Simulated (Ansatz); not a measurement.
System: YBr (charge 0, singlet). 
Geometry from a B3LYP-D3(BJ)/def2-TZVP (Ansatz, a program for electronic structure) optimisation:
```
Y
Br 1 2.5627
```

Computed values are from Ansatz. Cores are frozen in the correlated levels unless marked. Open shells are spin-unrestricted. No spin-orbit coupling. Frozen are the shells of the preceding noble gas and the d and f shells that filled before the atom's block. Past Kr the def2 sets carry scalar-relativistic core potentials. CBS marks a two-point X^-3 extrapolation of the correlation energy; Hartree-Fock from the larger set.

The vertical ionisation energy (to the doublet) comes out as 6.53 eV at CCSD(T)/CBS(def2-TZVPPD,def2-QZVPPD). The total energy comes out as -2610.6777 Eh at CCSD(T)/CBS(def2-TZVPPD,def2-QZVPPD), the dipole moment is 2.30 D at CCSD(T)/def2-SVPD and the T1 diagnostic comes out as 0.014 at CCSD/def2-QZVPPD.

The Hartree-Fock reference is unstable (checked in the largest basis), which strains HF and MP2.
